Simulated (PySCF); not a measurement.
C₃H₈O₂Si, SMILES OC[SiH]1COC1.

Geometry: r2SCAN-D4/def2-SVP. This is a generated structure with no PubChem entry under its InChIKey; it may be hypothetical. The values are those of a single conformer.

Vertical ionisation energy (IE) and electron affinity (EA) in eV. Rows of orbital energies are one-electron estimates. Where ΔSCF, EOM or ADC give a negative EA the extra electron is unbound and the value depends on the basis.

```
level                                         IE     EA
------------------------------------------  ----  -----
−ε(HOMO), −ε(LUMO), PBE0/def2-TZVP (PySCF)  7.06  -0.13
−ε(HOMO), −ε(LUMO), PBE/def2-TZVP (PySCF)   5.56   0.75
```
